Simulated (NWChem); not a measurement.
Molecule: BiHF$_{2}$; SMILES [F][BiH][F]

Computed with NWChem. def2 effective core potentials on Bi; no spin-orbit coupling. Each level has its own optimisation; frequencies are unscaled.

| level | r Bi–H (Å) | r Bi–F (Å) | highest harmonic frequency (cm⁻¹) | lowest (cm⁻¹) | zero-point energy (kcal/mol) |
|---|---|---|---|---|---|
| PBE/def2-SVP | 1.844 | 2.055 | 1691 | 163 | 5.9 |
| LDA (Slater exchange, VWN5)/def2-SVP | 1.834 | 2.026 | 1714 | 167 | 6.0 |
| PBE0/def2-SVP | … | 2.029 | … | … | 6.2 |

Q: What belongs in the gaps?

A: 
- PBE0/def2-SVP, r Bi–H (Å): 1.816
- PBE0/def2-SVP, highest harmonic frequency (cm⁻¹): 1790
- PBE0/def2-SVP, lowest (cm⁻¹): 173
